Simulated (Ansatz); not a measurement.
Correlation energies of CH5BOSi (`B[SiH]1CO1`) by basis set

```xyz
9

B    -1.5017   -0.6868   -0.7083
Si    0.1211   -0.5584    0.4090
C     1.0737    1.0083    0.3027
O     1.5879   -0.1761   -0.3259
H    -1.4537   -0.3535   -1.8536
H    -2.5540   -1.0127   -0.2457
H     0.2756   -1.3623    1.6450
H     0.8055    1.8019   -0.3918
H     1.6456    1.3396    1.1686
```

Charge 0, multiplicity 1. All single points use the PBE0-D4/def2-TZVP geometry. Frozen core, restricted reference, the Gaussian-basis code of Ansatz. CBS rows extrapolate triple and quadruple zeta; past MP2 they add the triple-zeta difference.

```json
{"basis": "def2-SVP", "HF (Eh)": "-428.98507", "MP2 corr.": "-0.49769", "CCSD corr.": "-0.54247", "(T)": "-0.01676", "CCSD(T) total": "-429.54430"}
{"basis": "def2-TZVPP", "HF (Eh)": "-429.26179", "MP2 corr.": "-0.62118", "CCSD corr.": "-0.65873", "(T)": "-0.02733", "CCSD(T) total": "-429.94785"}
{"basis": "def2-QZVPP", "HF (Eh)": "-429.27773", "MP2 corr.": "-0.66587", "CCSD corr.": "–", "(T)": "–", "CCSD(T) total": "–"}
{"basis": "CBS(def2)", "HF (Eh)": "-429.27992", "MP2 corr.": "-0.69898", "CCSD corr.": "-0.73653", "(T)": "as TZ", "CCSD(T) total": "-430.04378"}
```
